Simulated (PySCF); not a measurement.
Unknown compound

Molecular formula: C5HF6P. Simulated spectra:

¹H NMR (400 MHz, computed): δ 8.53 (m, 1H).

¹³C{¹H} NMR (computed): δ 172.0 (C), 138.7 (C), 134.9 (C), 134.4 (CH), 131.6 (C).

Equivalent nuclei averaged, a single conformation, no solvent model, non-relativistic Hamiltonian. Coordinates at the GFN2-xTB level; NMR shieldings at PBE0/pcSseg-1/GIAO; PySCF 2.14.0 with density-fitted response routines.

Scale: ¹H and ¹³C vs TMS (reference shieldings calculated alike).

What is the structure?

Results:


5 carbon signals for 5 carbons: no two carbons are equivalent. Carbon types of the structure: 4 × C, 1 × CH, which accounts for all hydrogens. δC 172.0, 138.7, 134.9: fully substituted alkene carbon. δC 134.4: alkene CH; the olefinic region. δC 131.6: CF3 carbon; 3 electronegative neighbours deshield it. δH 8.53: hydrogen on an alkene CH.

These data were computed for `C(F)(F)=C(F)P1C=C1C(F)(F)F`.

This is the structure that produced the data.

Splittings by ¹⁹F and ³¹P in the carbon and heteronuclear signals aren't shown, as no couplings were computed. Shifts are as computed. Against solution values, carbons near 30 ppm lie about +3 ppm off and those near 130 ppm about +5 ppm. Of 1211 compounds with measured shifts, 218 miss one by over three times the rms of a fit or turn the order of signals round; such compounds aren't used in these exercises.
